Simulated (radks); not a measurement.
Values are calculated unless marked as measured or tabulated.
Ionisation of the krypton ion Kr19+, [Ne] 3s2 3p5, to [Ne] 3s2 3p4 as the strength of local exchange is varied. Level of theory: Dirac Kohn-Sham, Slater X-alpha exchange (alpha = 2/3 is LDA exchange), no correlation, spin-unpolarised, spherical densities, point nucleus; open shells fill j = l - 1/2 first (a radial shooting solver on a logarithmic mesh with Libxc functionals).

alpha	E(Kr19+) (hartree)	exchange (hartree)	IE (eV)	-e of the level emptied (eV)	<r> of it (bohr)
0.667	-2580.94332	-66.94083	832.82	808.23 (3p3/2)	0.4614
0.729	-2587.17088	-73.28492	837.84	813.26 (3p3/2)	0.4602
0.828	-2597.13635	-83.45795	845.88	821.34 (3p3/2)	0.4581
0.829	-2597.23715	-83.56098	845.96	821.42 (3p3/2)	0.4581
0.876	-2601.97760	-88.40935	849.80	825.26 (3p3/2)	0.4571
0.99	-2613.50043	-100.21872	859.14	834.64 (3p3/2)	0.4548
1.014	-2615.93075	-102.71384	861.11	836.62 (3p3/2)	0.4544

NIST Atomic Spectra Database: 832 eV (semi-empirical). The central value is not met in this range of alpha. Spin polarisation and multiplet splitting are left out, so open shells lie too high by an amount that depends on their filling.

Beside tabulated values, note that spin-unpolarised runs miss the spin-polarisation part of the exchange energy of open shells.
